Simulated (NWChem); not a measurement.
System: GeSiH₃F, singlet; SMILES [F][Ge][SiH3]

Input file for NWChem:

```
start job
memory heap 200 mb stack 900 mb global 1100 mb
geometry units angstroms noautoz
  Ge    -0.403044     0.666415    -0.180845
  F      1.257467     1.098242     0.235922
  Si     0.123043    -1.772281    -0.035205
  H      0.620326    -2.083456     1.344828
  H      1.219941    -2.094756    -1.005428
  H     -1.043117    -2.667361    -0.328249
end
basis spherical
  Ge library 6-31g*
  F library 6-31g*
  Si library 6-31g*
  H library 6-31g*
end
dft
  xc xwpbe 1.00 cpbe96 1.0 hfexch 1.00
  cam 0.1 cam_alpha 0.0 cam_beta 1.0
  iterations 150
  vectors input atomic output neutral.movecs
end
task dft energy
charge 1
dft
  odft
  mult 2
  vectors input atomic output cation.movecs
end
task dft energy
```

Low-valent species are run as closed-shell singlets; no triplet was tried in these runs. All runs use the structure optimised with PBE0/def2-SVP.

Ions are spin-unrestricted doublets at the neutral geometry; other ion states weren't tried. Functional: LC-ωPBE (HJS hole) with 6-31G*; the question gives the range parameter ω in 1/bohr.

Task: Give the results of this calculation. (LC-wPBE (HJS exchange hole, range parameter 0.1 per bohr)/6-31G* (spherical d), vertical spin-unrestricted ions.) Quantities: vertical ionisation energy, ΔSCF (eV); −ε(HOMO) (eV).

Result: 
| Quantity | Result |
|---|---|
| vertical ionisation energy, ΔSCF (eV) | 8.49 |
| −ε(HOMO) (eV) | 6.85 |
